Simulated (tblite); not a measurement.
Compound: C₄H₁₀B₂S₂.
Cartesian coordinates in Å at the GFN2-xTB level; atoms count from 1:
```xyz
18
C4H10B2S2 angstrom
B     -2.9278   -0.0086   -0.2016
C     -1.3638    0.1712   -0.0095
C     -0.7200    0.3843   -1.3792
S      1.0265    0.9613   -1.3150
B      1.7633    0.1752    0.1138
C      3.2950    0.4751    0.3904
S      0.9276   -0.9115    1.2624
C     -0.8001   -1.0858    0.6524
H     -3.6796    0.7251    0.3050
H     -3.3134   -0.8890   -0.8648
H     -1.1168    1.0305    0.6233
H     -0.7379   -0.5329   -1.9678
H     -1.2369    1.1666   -1.9344
H      3.9240   -0.1870   -0.2056
H      3.5702    0.3162    1.4312
H      3.5716    1.4912    0.1157
H     -1.3706   -1.3421    1.5447
H     -0.8201   -1.9335   -0.0327
```

Calculated harmonic vibrations of the isolated species, GFN2-xTB (tblite), most abundant isotopes, no scaling. This tight-binding method is rough: wavenumbers can miss measured ones by several per cent, in bad cases by 10 to 20. Modes of hydrogen on boron can be 10 to 20 % off. One conformer, not necessarily the lowest. The optimisation stopped once no atom felt more than 0.01 eV/Å.

Lowest wavenumbers of the output (negative numbers stand for imaginary wavenumbers):
```
mode    cm-1
  1    -110.3
  2      39.6
  3      79.4
  4      82.0
  5     178.8
  6     198.1
  7     232.2
  8     284.8
  9     312.6
 10     323.7
 11     394.5
 12     449.3
 13     499.0
 14     693.1
 15     706.8
```

Problem. Is this structure a minimum?

Solution. No. 1 mode is imaginary beyond 20i (110i cm⁻¹), so at this level the point lies at or near a first-order saddle.

Problem. Which atoms move in the imaginary mode?

Solution. 110i: H9 (B–H hydrogen) 61 %, H10 (B–H hydrogen) 16 %, B1 (three-coordinate boron) 12 %. These are shares of the mass-weighted motion.

Problem. What is the remedy?

Solution. Step along that mode in both directions, optimise again with tighter thresholds and repeat the frequencies. The zero-point energy of this point (85.2 kcal/mol) counts the 47 real modes alone, and thermal corrections from it aren't those of a minimum.

On Arm Neoverse N1, one thread, on a shared host, this took 1.2 s of wall time. The figure is for the frequency step alone.
